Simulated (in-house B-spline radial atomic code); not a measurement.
Values are calculated unless marked as measured or tabulated.
## Correlation energy from the adiabatic connection: ω²r²/2 − Z/r, ω = 0.0161, Z = 0.5

Two electrons in a singlet, external potential ω²r²/2 − Z/r, ω = 0.0161, Z = 0.5 (atomic units). Full CI in B-splines (partial waves to l = 8, correlation up to 0.6 % small) with the density held fixed gives W(λ) = <V_ee>_λ − U, and E_c is the integral of W(λ) − W(0) from 0 to 1.

```json
{"λ": "0", "W(λ) − W(0) (hartree)": "0.00000"}
{"λ": "0.02", "W(λ) − W(0) (hartree)": "-0.00416"}
{"λ": "0.05", "W(λ) − W(0) (hartree)": "-0.00979"}
{"λ": "0.12", "W(λ) − W(0) (hartree)": "-0.02005"}
{"λ": "0.25", "W(λ) − W(0) (hartree)": "-0.03138"}
{"λ": "0.4", "W(λ) − W(0) (hartree)": "-0.03835"}
{"λ": "0.6", "W(λ) − W(0) (hartree)": "-0.04359"}
{"λ": "0.8", "W(λ) − W(0) (hartree)": "-0.04682"}
{"λ": "1", "W(λ) − W(0) (hartree)": "-0.04908"}
```

Task: Integrate the table by the trapezoid rule.

Result: The strips give -0.00004, -0.00021, -0.00104, -0.00334, -0.00523, -0.00819, -0.00904, -0.00959, which sum to -0.03669 hartree. The direct value, W(1) − W(0) + T_c with T_c = 0.01215, is -0.03693; the curve is convex, so chords lie above it and the trapezoids fall short in size by 0.65 %.

Task: Now use only three numbers: W(0) = -0.14601, the initial slope W'(0) = -0.216 (extrapolated from the first points) and the strong-coupling limit of the point-charge-plus-continuum model, W∞ = -0.21446. What do second-order theory and the interpolation W(λ) = W∞ + (W(0) − W∞)/√(1 + 2χλ) of Seidl, Perdew and Levy give?

Result: Second order keeps the slope alone: E_c = W'(0)/2 = -0.10800, +192 % in size against -0.03693. Matching the slope fixes χ = W'(0)/(W∞ − W(0)) = -0.216/(-0.06845) = 3.15559. Integrating, with s = √(1 + 2χ) = 2.703919, E_c = −(W(0) − W∞)(s − 1)/(s + 1) = −0.06845 × 1.703919/3.703919 = -0.03149 hartree, -14.7 % in size against the full result. At λ = 1 the formula gives W − W(0) = -0.04313 against -0.04908. Part of the miss can come from the model's W∞. The slope is uncertain by some per cent for so bent a curve.
